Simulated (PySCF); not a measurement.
# [Yb(OH)3(H2O)]− at several levels of theory

Computed with PySCF 2.14.0 (density fitting, no spin-orbit coupling) at the geometry relaxed with PBE0:

```xyz
10
[Yb(OH)3(H2O)]− (singlet in the valence; each metal's 4f electrons, 14 of them, lie in its core potential, out of spins and levels)
Yb   -0.3648   -0.3513    0.3433
O     0.7080    1.5728    0.7971
H     1.0659    2.3161    1.2835
O    -1.4918   -1.5903    1.7494
H    -2.0224   -2.1251    2.3397
O     0.3656   -0.9196   -1.7067
H     0.6003   -1.4229   -2.4868
O    -0.6611    1.5241   -1.4848
H    -0.0412    1.8281   -0.7669
H    -0.1963    0.7315   -1.8685
```

```csv
level,basis,state,HOMO (eV),gap (eV),charge on Yb1 (e),population of f-type functions on Yb1 (polarisation alone where 4f lies in the core),dipole about the centre of mass (D),largest force component (eV/Å)
PBE0,"Yb lcecp-0-SVP with ECP60, O def2-SVP, H def2-SVP",singlet,–,–,0.52,0.02,2.00,0.02
TPSSh,the same,singlet,–,–,0.46,0.02,1.94,0.33
PBE0,"Yb lcecp-0-TZVP with ECP60, O def2-TZVP, H def2-TZVP",singlet,–,–,1.13,0.03,2.19,0.30
```

In the lcecp rows the 4f levels are missing from HOMO and gap, and the state counts the valence alone.

Charges are Mulliken's, which hang on the basis. The relaxation used the grid (50, 194), these runs (75, 302) or, all-electron (x2c bases, spin-free X2C Hamiltonian), (99, 590).

Question: What does BLYP with Yb lcecp-0-SVP with ECP60, O def2-SVP, H def2-SVP give here?

Answer: state singlet, charge on Yb1 (e) 0.24, population of f-type functions on Yb1 (polarisation alone where 4f lies in the core) 0.02, dipole about the centre of mass (D) 1.78, largest force component (eV/Å) 0.71. Time: 7.6 s on 2 threads of Arm Neoverse V1 (shared host), from an already converged density.

An lcecp potential fixes the number of 4f electrons, so in runs with it no electron can move into or out of that shell.
